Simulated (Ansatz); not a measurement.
Stepwise reaction of `[OH][GeH3]` with hydrogen fluoride, as a gas-phase model of exchange steps in deposition or etching. ΔE in kJ/mol; ΔG adds harmonic PBE0-D4 terms to CCSD(T)/CBS, at 1 bar.

Computed with Ansatz on PBE0-D4/def2-TZVP structures; ΔE is electronic, products minus reactants. CBS: MP2 limit from def2 TZ/QZ plus the TZ coupled-cluster correction, frozen cores. This one scheme is used for every species. Functionals use def2-TZVPP. B3LYP here is the variant with VWN-RPA as its local correlation; programs differ in this. For Ge outer-core shells are correlated without core-valence functions, which leaves a few kJ/mol of doubt a bond. Scalar relativity is left out up to krypton. One conformer a species, not always the lowest.

```tsv
step	reaction	PBE-D4	B3LYP-D4	ωB97M-V	CCSD(T)/CBS	ΔG(600 K)
1	`[OH][GeH3]` + H–F → `[OH][GeH2][F]` + H₂	-57.0	-61.0	-60.4	-54.4	-50.5
2	`[OH][GeH2][F]` + H–F → `[OH][GeH]([F])[F]` + H₂	-55.8	-59.6	-60.1	-54.2	-53.3
```

Task: Give the row of step 3, `[OH][GeH]([F])[F]` + H–F → `[OH][Ge]([F])([F])[F]` + H₂. (Estimate.)

Result: Computed: 
```json
{"step": "3", "reaction": "`[OH][GeH]([F])[F]` + H–F → `[OH][Ge]([F])([F])[F]` + H₂", "PBE-D4": "-27.7", "B3LYP-D4": "-30.9", "ωB97M-V": "-32.2", "CCSD(T)/CBS": "-27.3", "ΔG(600 K)": "-29.0"}
```

Task: By hand: ΔE of the 3 steps together at CCSD(T)/CBS.

Result: (-54.4) + (-54.2) + (-27.3) = -135.9 kJ/mol, or -45.3 kJ/mol a step.

In ΔE step 1 is the lowest and step 3 the highest. All are downhill at CCSD(T)/CBS. ΔG lies between -53.3 and -29.0 kJ/mol a step. PBE-D4 differs from CCSD(T)/CBS by -2.6 to -0.4 kJ/mol a step. Isolated molecules leave out the surface, adducts and barriers. Largest T1 diagnostic: 0.012.
